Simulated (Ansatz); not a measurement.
This Ansatz (a quantum-chemistry and plane-wave program) input (PBE0/def2-TZVPP) gives -1.16849 Eh with 28 basis functions. A basis named .json is the Basis Set Exchange file of that set (core-valence sets with the plain set on hydrogen).

Ansatz 0.2 input:
```yaml
crystal:
  periodic: [false, false, false]
  atoms:
    - {symbol: H, position_ang: [0.33973207, 0.02216095, 0.29015291]}
    - {symbol: H, position_ang: [0.61216699, 0.26660240, -0.35758104]}
basis:
  gaussian:
    orbitals: def2-TZVPP
hamiltonian:
  xc: {name: PBE0}
magnetization: {spin_polarized: false}
```

Change:
```diff
- orbitals: def2-TZVPP
+ orbitals: aug-pcseg-1.json
```

**Question.** What does the run give now?

**Answer.** -1.16548 Eh (PBE0/aug-pcseg-1, 18 functions), a change of +3.01 mEh.
